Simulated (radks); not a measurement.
Values are calculated unless marked as measured or tabulated.
Neutral mercury inside a hard spherical wall (all orbitals vanish at R), configuration held at [Hg] and not refilled when levels cross. Level of theory: scalar-relativistic Kohn-Sham, LDA (Slater exchange, VWN5 correlation), spin-polarised, spherical densities, finite nucleus; Fermi nuclear charge, rms radius 5.4648 fm (a radial shooting solver on a logarithmic mesh with Libxc functionals). Eigenvalues in eV for spin up, with the zero of energy where the potential of the charges vanishes at infinity; a dash marks a level that is unbound or too diffuse for the functional's potential to be trusted. A positive occupied level is held by the wall or, in an anion where self-interaction has pushed it up, behind a barrier. The pressure on the wall is -dE/dV.

R (bohr)	E (hartree)	kinetic (hartree)	e(4f)	e(5p)	e(5d)	e(6s)	e(6p, empty)	e(7s, empty)	pressure (GPa)
free	-19607.2909	21990.738	-96.343	-66.773	-10.078	-7.123	-1.184	-	0
12	-19607.2909	21990.738	-96.343	-66.773	-10.078	-7.123	-1.160	0.811	< 0.0001
8	-19607.2899	21990.749	-96.285	-66.715	-10.023	-7.068	-0.823	3.504	0.0503
7	-19607.2869	21990.777	-96.161	-66.592	-9.905	-6.945	-0.420	5.687	0.270
6	-19607.2744	21990.874	-95.793	-66.231	-9.567	-6.567	0.501	9.860	1.53
2.5	-19602.4439	22011.901	-64.806	-40.104	17.258	38.908	64.032	176.65	3810
2	-19592.2297	22051.366	-32.090	-13.313	49.510	105.98	145.94	349.01	21700
